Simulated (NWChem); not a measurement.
Species: C$_{2}$F$_{3}$ cation

```xyz
5

F     -0.2106     1.9417     0.0000
C      0.4407     0.8864     0.0000
C     -0.0707    -0.4585     0.0000
F     -0.0525    -1.1198     1.0843
F     -0.0525    -1.1198    -1.0843
```
Atoms are numbered in this order, from 1.

Level: B3LYP/6-31G* (spherical d) (NWChem), optimised geometry, unscaled harmonic frequencies. B3LYP is NWChem's, with the RPA form of VWN correlation.

| frequency (cm⁻¹) | IR intensity (km/mol) |
|---|---|
| 152 | 4.2 |
| 304 | 32.8 |
| 457 | 1.4 |
| 461 | 0.6 |
| 618 | 15.2 |
| 808 | 14.3 |
| 1385 | 407.8 |
| 1505 | 277.9 |
| 1666 | 29.0 |

* **zero-point energy**: 10.5 kcal/mol
* **thermal correction to the enthalpy at 298.15 K (with zero-point energy)**: 14.0 kcal/mol
* **heat capacity Cv**: 14.1 cal/(mol K)
* **entropy at 298.15 K and 1 atm (symmetry number 1)**: 70.7 cal/(mol K)

Rigid rotor and harmonic oscillator.
